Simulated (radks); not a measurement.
Isoelectronic series with 14 electrons, each ion in its NIST ground configuration. All-electron calculation, Dirac Kohn-Sham, PBE, spin-unpolarised, spherical densities, finite nucleus; open shells fill j = l - 1/2 first; Fermi nuclear charge, rms radius of each element as measured or else 0.836 A^(1/3) + 0.57 fm. Program: a radial shooting solver on a logarithmic mesh with Libxc functionals. Total energies (hartree) and mean radii <r> (bohr):

ion    configuration  E (hartree)   3p1/2   3s1/2
Si      [Ne] 3s2 3p2   -289.83857   2.791   2.164
Cl3+    [Ne] 3s2 3p2   -458.59044   1.515   1.396
Ca6+    [Ne] 3s2 3p2   -668.21260   1.081   1.046
V9+     [Ne] 3s2 3p2   -918.88388  0.8466  0.8395
Fe12+   [Ne] 3s2 3p2  -1210.91712  0.6973  0.7023
Cu15+   [Ne] 3s2 3p2  -1544.70759  0.5931  0.6038
Ge18+   [Ne] 3s2 3p2  -1920.72295  0.5160  0.5294
Br21+   [Ne] 3s2 3p2  -2339.50406  0.4564  0.4711
Sr24+   [Ne] 3s2 3p2  -2801.66556  0.4088  0.4241
Nb27+   [Ne] 3s2 3p2  -3307.90015  0.3700  0.3853
Ru30+   [Ne] 3s2 3p2  -3858.98438  0.3376  0.3528
Ag33+   [Ne] 3s2 3p2  -4455.79191  0.3102  0.3250
Sn36+   [Ne] 3s2 3p2  -5099.28686  0.2866  0.3011
I39+    [Ne] 3s2 3p2  -5790.54820  0.2661  0.2802
Ba42+   [Ne] 3s2 3p2   -6530.7734  0.2480  0.2617
Pr45+   [Ne] 3s2 3p2   -7321.2967  0.2321  0.2453
Sm48+   [Ne] 3s2 3p2   -8163.5607  0.2178  0.2306
